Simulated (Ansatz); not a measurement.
Geometry optimisation, RKS PBE-D4/6-31G* (Ansatz).

Input file:

```yaml
crystal:
  periodic: [false, false, false]
  atoms:
    - { symbol: B, position_ang: [0.03419, -0.415066, -0.019603] }
    - { symbol: Cl, position_ang: [-0.100513, -0.80465, 1.77822] }
    - { symbol: H, position_ang: [1.115853, -0.175412, -0.469958] }
    - { symbol: O, position_ang: [-1.023337, -0.636075, -0.836737] }
    - { symbol: H, position_ang: [-1.826316, -0.881088, -0.333715] }
    - { symbol: "N", position_ang: [-0.269281, 2.183566, 0.795464] }
    - { symbol: H, position_ang: [-1.083897, 2.802968, 0.695043] }
    - { symbol: H, position_ang: [0.562754, 2.787964, 0.792943] }
    - { symbol: H, position_ang: [-0.324151, 1.761493, 1.746344] }
basis:
  gaussian: { orbitals: "6-31G*" }
hamiltonian:
  xc: pbe
  dispersion: d4
relax:
  f_tol: 0.03
  max_steps: 50
```

Run as:

```bash
$ ansatz run input.yaml --threads 1 --pin off --max-ram 2048MiB --backend cpu --events-out ev --progress --plain --runs-dir out
```

Problem. Where does it end, and by what steps?

Solution. It converged. After 19 steps the energy has fallen by 0.601 eV; H7 moved furthest, 0.99 Å. Joined: B1–N6 (2.74 → 1.70 Å).

| step | energy less start (eV) | largest force component (eV/Å) | accepted |
| --- | --- | --- | --- |
| 0 | 0.0000 | 0.534 | yes |
| 1 | -0.0666 | 1.479 | yes |
| 2 | -0.2174 | 1.306 | yes |
| 3 | -0.4219 | 0.996 | yes |
| 4 | -0.4775 | 1.258 | yes |
| 5 | -0.4664 | 0.916 | no |
| 6 | -0.5369 | 0.137 | yes |
| 7 | -0.5396 | 0.075 | yes |
| 8 | -0.5419 | 0.036 | yes |
| 9 | -0.5354 | 0.649 | no |
| 10 | -0.5503 | 0.056 | yes |
| 11 | -0.5599 | 0.084 | yes |
| 12 | -0.5633 | 0.596 | yes |
| 13 | -0.5774 | 0.514 | yes |
| 14 | -0.5124 | 0.665 | no |
| 15 | -0.5955 | 0.287 | yes |
| 16 | -0.5944 | 0.218 | no |
| 17 | -0.5986 | 0.084 | yes |
| 18 | -0.6003 | 0.053 | yes |
| 19 | -0.6010 | 0.012 | yes |

```xyz
9
Properties=species:S:1:pos:R:3
B -0.033 0.161 0.121
Cl 0.329 -0.811 1.706
H 0.944 0.267 -0.592
O -1.231 -0.196 -0.538
H -1.806 -0.698 0.070
N -0.242 1.725 0.747
H -0.540 2.359 -0.007
H 0.629 2.085 1.159
H -0.965 1.732 1.480
```

Whether the end is a true minimum wasn't checked by a vibrational analysis.

Run time: 42 s on 1 thread of Arm Neoverse V2 (shared host), peak memory 0.15 GiB.
